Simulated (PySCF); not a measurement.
Worked example: dipole moment from atomic charges

Be(Br)(SH) (BeBrHS), SMILES [Br][Be][SH]. Atoms are numbered in the order given.

```xyz
4

Be    -0.0285    -0.6466     0.0000
Br     0.0022     1.3111     0.0000
S     -0.0770    -2.5432     0.0000
H      1.2677    -2.6087     0.0000
```
Charge 0, spin multiplicity 1.

Geometry: PBE0-D3(BJ)/def2-TZVP. Other conformers were not sampled.

Charges (e) from PySCF with r2SCAN/def2-TZVPD:

| atom | ESP fit | IAO |
|---|---|---|
| Be1 | 0.359 | 1.437 |
| Br2 | -0.198 | -0.736 |
| S3 | -0.309 | -0.815 |
| H4 | 0.149 | 0.114 |

The dipole moment of the full density is 0.75 D.

Q: What dipole moment does each set of point charges give, and which comes closer to that of the density?

A: 
μ = Σ q r, and 1 e Å = 4.8032 D.
ESP fit: Σ q r = (0.202, -0.095, 0.000) e Å, |μ| = 1.07 D.
IAO: Σ q r = (0.165, -0.119, 0.000) e Å, |μ| = 0.98 D.
IAO comes closer in size. Point charges leave out the atoms' own dipoles (lone pairs, polarised bonds); fits to the potential absorb them, partitions of the density don't.
